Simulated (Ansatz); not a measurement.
Reaction (formal loss of a carbene): `C[O][GeH2][SeH]` → `[CH2]` (triplet) + `[OH][GeH2][SeH]`

Gas-phase electronic energies from Ansatz, PBE0-D4/def2-TZVP geometries. CBS: MP2 limit from def2 TZ/QZ plus the TZ coupled-cluster correction, frozen cores. This one scheme is used for every species. Triplets are unrestricted, without spin–orbit coupling. For Ge, Se outer-core shells are correlated without core-valence functions, which leaves a few kJ/mol of doubt a bond. Scalar relativity is left out up to krypton. One conformer a species, not always the lowest.

```tsv
species	MP2/def2-QZVPP energy (Eh)
`C[O][GeH2][SeH]`	-4593.16020
`[CH2]` (triplet)	-39.06604
`[OH][GeH2][SeH]`	-4553.94695
```

Problem. Work out ΔE.

Solution. ΔE = (-39.06604) + (-4553.94695) − (-4593.16020) = 0.14721 Eh = +92.4 kcal/mol. CCSD(T)/CBS gives +91.3 kcal/mol.

Largest T1 diagnostic among the species: 0.011.

In def2-TZVPP, CCSD(T) changes the Hartree–Fock value by +31.3 kcal/mol (the triples alone add +2.7 kcal/mol) and MP2 by +33.3 kcal/mol. The D4 term adds +2.6 kcal/mol with B3LYP and +1.4 kcal/mol with PBE0; it sums over pairs of atoms, weighted by their polarisabilities, and B3LYP, whose exchange is more repulsive, gets the larger term. From PBE to PBE0 (25 % exact exchange), in def2-TZVPP and without D4, ΔE moves by −2.3 kcal/mol.

B3LYP here is the variant with VWN-RPA as its local correlation; programs differ in this.
